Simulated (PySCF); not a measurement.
Spin states of BPb

Unrestricted PBE0; B cc-pVDZ, Pb cc-pVDZ-PP with ECP60; scalar-relativistic core potentials (PySCF 2.14). Outer shells of the fragments: B 2s2 2p1; Pb 5d10 6s2 6p2.

Followed along the bond (rough minima from three points):

```json
{"2Ms+1": "4", "unpaired": "σ ↑, π ↑↑", "⟨S²⟩ at the start": "3.75", "R at minimum (Å)": "2.26", "Te (eV)": "0.00"}
{"2Ms+1": "2", "unpaired": "σ ↓, π ↑↑", "⟨S²⟩ at the start": "1.76", "R at minimum (Å)": "2.27", "Te (eV)": "0.34"}
{"2Ms+1": "2", "unpaired": "σ ↑, π ↑↓", "⟨S²⟩ at the start": "1.76", "R at minimum (Å)": "2.27", "Te (eV)": "0.37"}
{"2Ms+1": "2", "unpaired": "π ↑", "⟨S²⟩ at the start": "0.76", "R at minimum (Å)": "2.14", "Te (eV)": "1.10"}
{"2Ms+1": "2", "unpaired": "σ ↑", "⟨S²⟩ at the start": "0.79", "R at minimum (Å)": "none in the scan", "Te (eV)": "≤ 0.98"}
```

Solutions found at the starting distance of 2.210 Å, counted from the lowest of them; the search is not exhaustive and high or unbound solutions are not listed, so other states can lie among these:

| 2Ms+1 | unpaired | term | E (eV) | ⟨S²⟩ | ⟨Lz²⟩ | μ (D) |
| --- | --- | --- | --- | --- | --- | --- |
| 4 | σ ↑, π ↑↑ | ⁴Σ⁻ | 0.00 | 3.75 | 0.00 | 1.83 |
| 2 | σ ↓, π ↑↑ | mixed | 0.35 | 1.76 | 0.00 | 1.76 |
| 2 | σ ↑, π ↑↓ | mixed | 0.37 | 1.76 | 2.01 | 1.81 |
| 2 | σ ↑ | mixed | 0.97 | 0.79 | 2.00 | 1.70 |
| 2 | π ↑ | ²Π | 1.11 | 0.76 | 1.00 | 1.87 |
| 2 | π ↑ | ²Π | 1.57 | 0.75 | 1.00 | 2.77 |
| 4 | π ↑↑↑ | ⁴Π | 2.39 | 3.78 | 1.00 | 1.14 |
| 4 | σ ↑, π ↑↑ | mixed | 2.40 | 3.76 | 2.01 | 1.48 |

A term symbol is given only where ⟨S²⟩ and ⟨Lz²⟩ are close to those of a pure state; real π, δ and φ orbitals otherwise mix terms. A positive dipole means B(−)Pb(+).

Spin–orbit coupling is left out, which matters for elements this heavy, above all for dissociation energies.
